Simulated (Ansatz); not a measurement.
Ideal-gas functions of C$_{2}$H$_{3}$FSe (`C=C(F)[SeH]`) at 298.15 K and 1 bar, from an Ansatz frequency run at PBE0-D4/def2-TZVP.

Molar mass 125.0 g/mol, point group C1 (symmetry number 1), electronic degeneracy 1, moments of inertia 48.948, 170.041, 216.814 u Å². Harmonic wavenumbers (cm⁻¹, unscaled): 185, 293, 354, 460, 622, 738, 826, 879, 960, 1204, 1397, 1709, 2432, 3186, 3292.

Use S(trans) = R[1.5 ln M + 2.5 ln T − 1.1517]; rotational temperatures θ = 24.2544 K / I; S(rot) = R[ln(√π/σ · √(T³/θAθBθC)) + 1.5]; for each mode x = 1.438777 ν̃/T, S = R[x/(eˣ − 1) − ln(1 − e⁻ˣ)] and H = RT x/(eˣ − 1); 1 cm⁻¹ = 0.0119627 kJ/mol; R = 8.31446 J/(mol·K).

Task: By hand: the entropy, in J/(mol·K).

Result: Translation 169.1. Rotation: θ = 0.4955, 0.1426, 0.1119 K, giving 108.4. Vibration, mode by mode: 9.53, 6.09, 4.80, 3.21, 1.73, 1.11, 0.78, 0.64, 0.46, 0.17, 0.08, 0.02, 0.00, 0.00, 0.00, in all 28.6. Electronic 0.0. Sum 306.1 J/(mol·K).

Task: By hand: H − E and G − E in kJ/mol, counted from the electronic energy.

Result: Zero-point energy ½ × 18537 × 0.0119627 = 110.9; thermal vibration 5.4; translation, rotation and pV give 4 RT = 9.9. H − E = 126.2 kJ/mol, and G − E = 126.2 − 298.15 × 306.1/1000 = 34.9 kJ/mol.

Vibration gives 9 % of the entropy. The sum counts one conformer and one mirror image; others add a mixing term.
